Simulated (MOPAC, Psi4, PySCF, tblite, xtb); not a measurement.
Dimer CH3Cl ··· F4Si (SMILES CCl and F[Si](F)(F)F) at R = 3.58 Å between the centres of mass, closest contact 2.83 Å (lowest of the rigid-body minima from ten starts at GFN2-xTB). Geometry in Å and degrees:

```
F
Si 1 1.5672
F 2 1.5672 1 109.43
F 2 1.5672 3 109.46 1 119.97
F 2 1.5674 3 109.51 1 -120.01
H 3 2.8346 2 112.73 1 25.06
C 6 1.0858 3 115.15 2 24.17
H 7 1.0858 6 110.57 3 -76.14
H 7 1.0858 8 110.57 6 122.80
Cl 7 1.7944 8 108.35 6 -118.60
```

Methods: GFN2-xTB (tblite); SAPT0/jun-cc-pVDZ, frozen core (Psi4); PBE/def2-TZVP, counterpoise-corrected (Psi4); PBE-D3(BJ)/def2-TZVP, counterpoise-corrected (Psi4); HF/aug-cc-pVDZ, counterpoise-corrected (Psi4); MP2/aug-cc-pVDZ = DF-MP2/aug-cc-pVDZ, frozen core, counterpoise-corrected run with Psi4; SCS-MP2/aug-cc-pVDZ = DF-SCS-MP2/aug-cc-pVDZ, frozen core, counterpoise-corrected run with Psi4; AM1, restricted, heats of formation (MOPAC); PM7, restricted, heats of formation (MOPAC); GFN1-xTB (xtb); RKS-B3LYP/6-31G* = PySCF 2.14.0 with restricted B3LYP/6-31G*, spherical d, no counterpoise correction; RKS-BP86/6-31G* = restricted BP86/6-31G*, spherical d, no counterpoise correction in PySCF; RKS-M06-2X/6-31G* = restricted M06-2X/6-31G*, spherical d, no counterpoise correction run with PySCF; RHF/6-31G* = restricted Hartree-Fock/6-31G*, spherical d, no counterpoise correction (PySCF 2.14.0).

Problem. What interaction energy does each level give?

Solution. 
```tsv
method	E_int / kJ/mol
RKS-M06-2X/6-31G*	-16.17
PM7	-16.11
GFN1-xTB	-11.04
PBE-D3(BJ)/def2-TZVP	-9.76
GFN2-xTB	-9.23
RKS-B3LYP/6-31G*	-8.01
MP2/aug-cc-pVDZ	-6.18
SAPT0/jun-cc-pVDZ	-5.65
RHF/6-31G*	-4.16
SCS-MP2/aug-cc-pVDZ	-3.84
PBE/def2-TZVP	-3.06
RKS-BP86/6-31G*	-2.60
AM1	1.33
HF/aug-cc-pVDZ	1.84
```
